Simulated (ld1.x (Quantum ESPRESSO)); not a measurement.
# Before and after: RRKJ potential for copper

Cu (Z = 29), norm-conserving RRKJ (Kleinman–Bylander form), made with ld1.x (Quantum ESPRESSO) 7.5 (PBEsol, fully relativistic). Core [Ar], reference 3d10 4s1 4p0. Waves: 4p (bound, empty): rc 2.95 bohr; 3d (bound): rc 0.95 bohr; 4s (bound): rc 1.75 bohr. Local part: the s channel. Core correction: a·sin(br)/r model core, default radius (core density twice the valence density). rho0 = 0.01.

Open shells are filled in proportion to 2j + 1 (rel_dist='average').

Change: wave 4s (bound): rc 1.75 bohr becomes 4s (bound): rc 2.36 bohr.

Cutoffs: the cutoffs (Ry, on a coarse ladder) from which the occupation-weighted sum of valence levels, in a spherical-Bessel basis at the reference potential, stays within 10 and 1 mRy of its value at 400 Ry; they do not see the model core or the augmentation charge, which bear on the density cutoff. Errors are all-electron minus pseudo energies relative to the spin-unpolarised reference configuration.

Task: What does the change do?

Result: The potential gets neither clearly harder nor softer (200 Ry and 260 Ry → 200 Ry and 260 Ry); the errors of the 7 common tests hardly move; the range in which the p1/2 phases agree narrows (upper end at the end of the scan → 2.9); neither file shows a bound ghost.

```tsv
quantity	base	changed
cutoff, loose	200 Ry	200 Ry
cutoff, tight	260 Ry	260 Ry
bound ghosts	none	none
error for 3d10 4s0 4p0, meV [ΔE 8.10 eV]	-22	-19
error for 3d9 4s0 4p0, meV [ΔE 29.42 eV]	-207	-226
error for 3d8 4s0 4p0, meV [ΔE 68.41 eV]	-1425	-1509
error for 3d9 4s1 4p1, meV [ΔE 6.86 eV]	-271	-269
error for 3d9 4s2 4p0, meV [ΔE 1.99 eV]	-281	-265
error for 3d7 4s0 4p0, meV [ΔE 128.08 eV]	-4272	-4464
error for 3d9 4s1 4p0, meV [ΔE 11.61 eV]	-223	-215
s: phases at 3.20 bohr within 0.05 rad from the reference energy up to (Ry; the scan ends near 5)	1.8	1.6
p1/2: phases at 3.20 bohr within 0.05 rad from the reference energy up to (Ry; the scan ends near 5)	to the end of the scan	2.9
p3/2: phases at 3.20 bohr within 0.05 rad from the reference energy up to (Ry; the scan ends near 5)	3.0	3.0
d3/2: phases at 3.20 bohr within 0.05 rad from the reference energy up to (Ry; the scan ends near 5)	0.6	0.6
d5/2: phases at 3.20 bohr within 0.05 rad from the reference energy up to (Ry; the scan ends near 5)	0.6	0.6
```
